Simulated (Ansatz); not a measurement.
```yaml
crystal:
  periodic: [false, false, false]
  atoms:
    - {symbol: Sn, position_ang: [0.000006, -0.000023, -0.000014]}
    - {symbol: H, position_ang: [-0.019773, -0.007465, 1.876155]}
    - {symbol: H, position_ang: [0.019685, 0.007903, -1.876193]}
    - {symbol: H, position_ang: [1.766737, 0.011716, 0.018546]}
    - {symbol: H, position_ang: [-0.893858, 1.524060, -0.003278]}
    - {symbol: H, position_ang: [-0.872807, -1.536180, -0.015216]}
basis:
  gaussian: {orbitals: def2-SVP}
total_charge: -1
hamiltonian: {xc: {name: wPBEh}}
accuracy: high
scf: {lower_state_search: light}
output: {forces: true}
```

```sh
$ ansatz run in.yaml --threads 4 --pin off --events-out ev --progress --plain --max-ram 3916MiB
```

It prints (some lines left out):

```
Functional definition: wPBEh
1280 factors; integrals over basis functions are off by at most 2.9e-9 eV
84 factors; integrals over basis functions are off by at most 2.5e-9 eV
mean field evaluation 1: about -5909.9932 eV, gradient 1.6e1 eV
mean field evaluation 2: about -5910.2501 eV, gradient 1.3e1 eV
mean field evaluation 4: about -5910.7001 eV, gradient 9.1e-2 eV
mean field evaluation 8: about -5910.6984 eV, gradient 3.3e-4 eV
mean field evaluation 16: about -5910.6984 eV, gradient 3.3e-8 eV
mean field -5910.69836217 eV, -217.2141583945 hartree, gradient 3.3e-8 eV, S^2 0.000000; 0 other end points of the search recorded, 0 dependent functions left out
reference -5910.69836578 eV, -217.2141585271 hartree; 14, 14 occupied and 37, 37 virtual orbitals, 1280 factors
Total energy: -5910.69836578 eV, -217.2141585271 hartree
Atom 0 at     0.000006    -0.000023    -0.000014 Å, force    -0.000060     0.000213     0.000095 eV/Å
Atom 1 at    -0.019773    -0.007465     1.876155 Å, force    -0.000666    -0.000388     0.083883 eV/Å
Atom 2 at     0.019685     0.007903    -1.876193 Å, force     0.000820    -0.000322    -0.083736 eV/Å
Atom 3 at     1.766737     0.011716     0.018546 Å, force     0.164101     0.001156     0.001839 eV/Å
Atom 4 at    -0.893858     1.524060    -0.003278 Å, force    -0.083175     0.141866    -0.000107 eV/Å
Atom 5 at    -0.872807    -1.536180    -0.015216 Å, force    -0.081020    -0.142525    -0.001973 eV/Å
Dipole moment:     0.000030    -0.000132    -0.000026 e Å
```

It took 1.2 s on 4 threads of Arm Neoverse V2 on a shared host.

In the def2 sets Sn takes a core potential; there is no spin–orbit coupling. The highest occupied level of an anion often lies above zero with these methods, and sets without diffuse functions describe the outer electron poorly.

The dipole of an ion depends on the origin.
